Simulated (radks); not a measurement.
Results of a calculation; reference values are marked as such.
Problem. Ionisation of neutral indium, [Kr] 4d10 5s2 5p1, to [Kr] 4d10 5s2 as the strength of local exchange is varied. Code: a radial shooting solver on a logarithmic mesh with Libxc functionals. Model: Dirac Kohn-Sham, Slater X-alpha exchange (alpha = 2/3 is LDA exchange), no correlation, spin-unpolarised, spherical densities, point nucleus; open shells fill j = l - 1/2 first.

| alpha | E(In) (hartree) | exchange (hartree) | IE (eV) | -e of the level emptied (eV) | <r> of it (bohr) |
|---|---|---|---|---|---|
| 0.564 | -5850.32168 | -126.34022 | 4.277 | 1.519 (5p1/2) | 3.996 |
| 0.618 | -5862.43060 | -138.72300 | 4.581 | 1.754 (5p1/2) | 3.862 |
| 0.667 | -5873.43996 | -150.00225 | 4.866 | 1.981 (5p1/2) | 3.753 |
| 0.901 | -5926.29870 | -204.42950 | 6.341 | 3.214 (5p1/2) | 3.343 |
| 0.907 | -5927.66020 | -205.83729 | 6.381 | 3.249 (5p1/2) | 3.334 |
| 1.022 | -5953.81504 | -232.93768 | 7.174 | 3.942 (5p1/2) | 3.181 |
| ? | -5945.61532 | -224.43002 | 6.921 | 3.719 (5p1/2) | 3.226 |

Which alpha was used in the last row?

Solution. alpha = 0.986. NIST Atomic Spectra Database: 5.786 eV (measured). The Delta-SCF value meets it near alpha = 0.81. Spin polarisation and multiplet splitting are left out, so open shells lie too high by an amount that depends on their filling.

Beside tabulated values, note that spin-unpolarised runs miss the spin-polarisation part of the exchange energy of open shells.
